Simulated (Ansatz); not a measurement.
CH$_{7}$ClSSi$_{2}$, SMILES `C[SiH](S)[SiH2]Cl`. The species carries charge 0 and has multiplicity 1. The structure was optimised at the PBE0-D4/def2-TZVP level. It is one conformer, not always the lowest.

```xyz
12

C     0.991    0.706    1.321
Si   -0.125    0.809   -0.173
S    -2.190    1.074    0.336
Si    0.004   -1.152   -1.443
Cl   -0.784   -2.647   -0.240
H     0.872    1.593    1.946
H     0.747   -0.173    1.921
H     2.038    0.632    1.014
H     0.205    1.996   -1.007
H    -2.335   -0.182    0.798
H     1.390   -1.563   -1.792
H    -0.813   -1.094   -2.680
```

Q: What is the dipole moment at PBE/def2-TZVPP? (An estimate is asked.)

A: The calculation gave: 1.62 D, with components (1.52, 0.48, 0.25) D in this frame, pointing from negative to positive charge.

Q: And with r2SCAN, B3LYP, ωB97M-V? (Best estimate.)

A: The calculation gave: r2SCAN 1.69 D, B3LYP 1.70 D, ωB97M-V 1.70 D.

Q: Give the Mulliken charges with PBE, r2SCAN, ωB97M-V in def2-TZVPP. (Best estimate.)

A: Computed: 
```csv
atom,PBE,r2SCAN,ωB97M-V
C1,-0.34,-0.28,-0.42
Si2,0.24,0.32,0.22
S3,-0.26,-0.28,-0.25
Si4,0.28,0.35,0.23
Cl5,-0.23,-0.27,-0.23
H6,0.12,0.09,0.13
H7,0.11,0.08,0.12
H8,0.11,0.08,0.12
H9,-0.06,-0.08,-0.02
H10,0.12,0.12,0.12
H11,-0.05,-0.07,-0.02
H12,-0.04,-0.06,-0.01
```

B3LYP here is the variant with VWN-RPA as its local correlation; programs differ in this.
